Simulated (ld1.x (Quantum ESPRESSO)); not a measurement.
## molybdenum, ultrasoft: configuration errors across variants

- Element: molybdenum
- Generator: ld1.x (Quantum ESPRESSO) 7.5
- Type: ultrasoft
- Functional: LDA (PZ)
- Relativity: scalar-relativistic
- Frozen core: [Ar] 3d10
- Valence charge: 14
- Reference configuration: 4s2 4p6 4d4 5s2 5p0
- Partial waves: 4s (bound): rcut 1.50, rcutus 1.90 bohr; 5s (bound): rcut 1.50, rcutus 1.90 bohr; 4p (bound): rcut 1.60, rcutus 1.80 bohr; 5p (bound, empty): rcut 1.60, rcutus 1.80 bohr; 4d (bound): rcut 1.65, rcutus 1.90 bohr; 4d channel at 1.5 Ry: rcut 1.65, rcutus 1.90 bohr
- Local potential: all-electron potential smoothed inside 1.85 bohr (lloc = -2)
- Core correction: none
- Augmentation charge: PSQ, inside the norm-conserving radii

All-electron excitation energies from the reference (eV): (1) 4s2 4p6 4d5 5s1 5p0 -0.139; (2) 4s2 4p6 4d5 5s0 5p0 7.047; (3) 4s2 4p6 4d4 5s0 5p0 22.750; (4) 4s2 4p6 4d5 5s0 5p1 3.106; (5) 4s2 4p6 4d6 5s0 5p0 0.683; (6) 4s1 4p6 4d5 5s1 5p0 70.167; (7) 4s2 4p6 4d5 5s0.5 5p0 2.725; (8) 4s2 4p6 4d4 5s2 5p0 spin -2.152; (9) 4s2 4p6 4d5 5s1 5p0 spin -4.062.

Spin tests fill each open shell by Hund’s rule, majority spin first.

The overlap operator is not positive definite (basis up to 400 Ry) in “local potential all-electron potential smoothed inside 0.76 bohr (lloc = -2)”, “local potential all-electron potential smoothed inside 1.46 bohr (lloc = -2)”. Such files are unfit for use, however small their errors in these radial tests.

A true bound ghost makes a file unfit for plane-wave use even where its test errors are small: the radial tests pick states by their node count and pass the ghost by.

Errors AE − PS in meV (a dash: test not solved or not reliable):

```csv
change,(1),(2),(3),(4),(5),(6),(7),(8),(9),bound ghosts
base,-2.1,-3.9,-3.8,-3.6,-4.1,-42,-2.9,+89,+119,none
local potential all-electron potential smoothed inside 0.76 bohr (lloc = -2),-2.1,-2.9,-3.5,-3.3,-2.6,–,–,–,–,"s (p not tested, overlap not positive)"
local potential all-electron potential smoothed inside 1.20 bohr (lloc = -2),-2.5,-4.2,-3.9,-3.9,-5.6,-44,-3.2,+90,+119,d
local potential all-electron potential smoothed inside 1.46 bohr (lloc = -2),-2.0,-4.0,-3.9,-3.2,-3.4,-44,-2.8,+89,+118,not determined (overlap not positive)
local potential all-electron potential smoothed inside 1.78 bohr (lloc = -2),-2.1,-3.9,-3.8,-3.6,-4.2,-42,-2.9,+89,+119,none
local potential all-electron potential smoothed inside 1.92 bohr (lloc = -2),-2.1,-3.9,-3.9,-3.6,-4.1,-42,-2.9,+89,+119,none
local potential all-electron potential smoothed inside 2.12 bohr (lloc = -2),-2.1,-4.0,-3.9,-3.6,-4.1,-43,-2.9,+89,+119,none
```

(1) Give the same row for: local potential all-electron potential smoothed inside 1.00 bohr (lloc = -2).

## Answers

(1) -2.1, -3.6, -3.7, -3.6, -3.8, +7.3, -2.7, +91, +120; bound ghosts: none.
